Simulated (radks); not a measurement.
The indium ion In2+, configuration [Kr] 4d10 5s1.

All-electron calculation, scalar-relativistic Kohn-Sham, LDA (Slater exchange, Perdew-Wang correlation), spin-polarised, spherical densities, finite nucleus; open shells are filled with parallel spins first (spin-orbit coupling, left out, can overturn this in heavy ions); Fermi nuclear charge, rms radius 4.6156 fm. Program: a radial shooting solver on a logarithmic mesh with Libxc functionals.

Energy parts (eV):
| part | energy |
|---|---|
| total | -159877.423 |
| kinetic | 166589.306 |
| electron-nucleus | -385860.194 |
| Hartree | 63578.514 |
| exchange-correlation | -4185.050 |

Orbitals (lengths in bohr, moments of r in powers of bohr):
1s up: occ. 1; eigenvalue (eV) -27737.87; <r^2> 0.001197; <1/r> 51.80; <r^4> 3.730e-06; <r> 0.02974
1s down: occ. 1; eigenvalue (eV) -27737.83; <r^2> 0.001197; <1/r> 51.80; <r^4> 3.730e-06; <r> 0.02974
2s up: occ. 1; eigenvalue (eV) -4169.547; <r^2> 0.01951; <1/r> 11.80; <r^4> 0.0006534; <r> 0.1286
2s down: occ. 1; eigenvalue (eV) -4169.531; <r^2> 0.01951; <1/r> 11.80; <r^4> 0.0006534; <r> 0.1286
2p up: occ. 3; eigenvalue (eV) -3746.775; <r^2> 0.01537; <1/r> 11.37; <r^4> 0.0004687; <r> 0.1122
2p down: occ. 3; eigenvalue (eV) -3746.756; <r^2> 0.01537; <1/r> 11.37; <r^4> 0.0004687; <r> 0.1122
3s up: occ. 1; eigenvalue (eV) -805.4132; <r^2> 0.1395; <1/r> 4.174; <r^4> 0.02972; <r> 0.3492
3s down: occ. 1; eigenvalue (eV) -805.3803; <r^2> 0.1395; <1/r> 4.175; <r^4> 0.02972; <r> 0.3492
3p up: occ. 3; eigenvalue (eV) -666.9257; <r^2> 0.1403; <1/r> 3.978; <r^4> 0.03151; <r> 0.3476
3p down: occ. 3; eigenvalue (eV) -666.8927; <r^2> 0.1402; <1/r> 3.978; <r^4> 0.03150; <r> 0.3476
3d up: occ. 5; eigenvalue (eV) -451.1847; <r^2> 0.1252; <1/r> 3.752; <r^4> 0.02909; <r> 0.3246
3d down: occ. 5; eigenvalue (eV) -451.1560; <r^2> 0.1252; <1/r> 3.752; <r^4> 0.02909; <r> 0.3246
4s up: occ. 1; eigenvalue (eV) -137.6722; <r^2> 0.8144; <1/r> 1.638; <r^4> 0.9949; <r> 0.8478
4s down: occ. 1; eigenvalue (eV) -137.6067; <r^2> 0.8136; <1/r> 1.638; <r^4> 0.9916; <r> 0.8474
4p up: occ. 3; eigenvalue (eV) -96.2756; <r^2> 0.9728; <1/r> 1.480; <r^4> 1.484; <r> 0.9216
4p down: occ. 3; eigenvalue (eV) -96.1841; <r^2> 0.9701; <1/r> 1.482; <r^4> 1.473; <r> 0.9206
4d up: occ. 5; eigenvalue (eV) -36.8580; <r^2> 1.637; <1/r> 1.145; <r^4> 5.013; <r> 1.171
4d down: occ. 5; eigenvalue (eV) -36.6045; <r^2> 1.611; <1/r> 1.151; <r^4> 4.822; <r> 1.163
5s up: occ. 1; eigenvalue (eV) -24.5381; <r^2> 6.048; <1/r> 0.5534; <r^4> 54.67; <r> 2.319
5s down: occ. 0; eigenvalue (eV) -23.5643; <r^2> 6.080; <1/r> 0.5544; <r^4> 55.85; <r> 2.322

The highest occupied level is 5s up at -24.538 eV. The spin density at the nucleus is 39.93 e/bohr^3 (1s 0.16, 2s 0.06, 3s -0.02, 4s -0.14, 5s 39.88). The density falls to 0.001 e/bohr^3 at r = 3.55 bohr. Spin moment in Bohr magnetons: 1. The electron density at the nucleus is 1.788e+05 e/bohr^3 (large components only). Summed over all electrons, <r^2> = 32.25 bohr^2, which gives a Langevin (diamagnetic) susceptibility term of -25.5 x 10^-6 cm^3/mol.
